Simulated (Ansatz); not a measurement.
BH2I. The state is a singlet with charge 0. Geometry PBE-D4/def2-TZVP; atoms count from 1.

```xyz
4

B     0.085   -0.234    0.033
H     1.226   -0.451   -0.246
H    -0.680   -1.045    0.460
I    -0.631    1.730   -0.248
```

In the def2 sets I takes a core potential; there is no spin–orbit coupling.

(1) Estimate the Mulliken populations from the PBE0/def2-TZVP orbitals of Ansatz.

(2) And the Mayer bond orders between bonded heavy atoms (over 0.3)?

Answers

(1) 
| atom | charge (e) |
| --- | --- |
| B1 | -0.11 |
| H2 | 0.05 |
| H3 | 0.05 |
| I4 | 0.01 |
Mulliken values and Mayer orders depend strongly on the basis.

(2) B1–I4 1.39 (2.11 Å).
